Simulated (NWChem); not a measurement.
System: CHBrF$_{2}$; SMILES FC(F)Br

```xyz
5

F     -0.1433    -1.5036     1.0796
C      0.3768    -0.9345     0.0000
F     -0.1433    -1.5036    -1.0796
Br    -0.0330     0.9632     0.0000
H      1.4721    -1.0391     0.0000
```
Atoms are numbered in this order, from 1.

Results from NWChem. Medium grid unless said otherwise, to which SCAN and Minnesota functionals are sensitive. The geometry was optimised at PBE0/def2-SVP. Total energies of different functionals are on different scales.

```tsv
level	energy (Ha)	highest occupied level (eV)	orbital gap (eV)	dipole (D)
LDA (Slater exchange, VWN5)/def2-TZVPD	-2807.5017	-7.66	5.77	1.31
PBE/def2-TZVPD	-2812.0308	-7.49	5.82	1.28
BLYP/def2-TZVPD	-2812.6475	-7.35	5.71	1.29
TPSS/def2-TZVPD	-2812.5769	-7.60	6.07	1.32
r2SCAN/def2-TZVPD	-2812.5322	-7.81	6.41	1.34
B3LYP/def2-TZVPD	-2812.6769	___	___	1.35
PBE0/def2-TZVPD	-2812.1177	-8.84	8.13	1.36
M06-2X/def2-TZVPD	-2812.6010	-10.11	10.08	1.40
CAM-B3LYP/def2-TZVPD	-2812.7113	-10.24	10.45	1.39
Hartree-Fock/def2-TZVPD	-2809.8383	-11.93	13.36	1.54
```

Problem. Some entries are withheld; supply them.

Solution. 
- B3LYP/def2-TZVPD, highest occupied level (eV): -8.59
- B3LYP/def2-TZVPD, orbital gap (eV): 7.56
